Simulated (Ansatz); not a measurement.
## Ansatz (development build ahead of 0.2.0) run

```yaml
crystal:
  periodic: [false, false, false]
  atoms:
    - { symbol: Mn, position_ang: [0.0, 0.0, 0.0] }
    - { symbol: S, position_ang: [0.0, 0.0, 2.3805] }
basis:
  gaussian: { orbitals: pcseg-2 }
magnetization:
  spin_polarized: true
  initial_magnetization: 5
hamiltonian:
  xc: pbe0
```

The input is written out in the form of the current development build from the run's settings.

Output:

| Item | Value |
| --- | --- |
| Converged | yes |
| Total energy | -1548.85979 hartree |
| Spin squared of the determinant | 9.011 |
| Stability test | minimum |

Caution: the unrestricted determinant is spin contaminated.
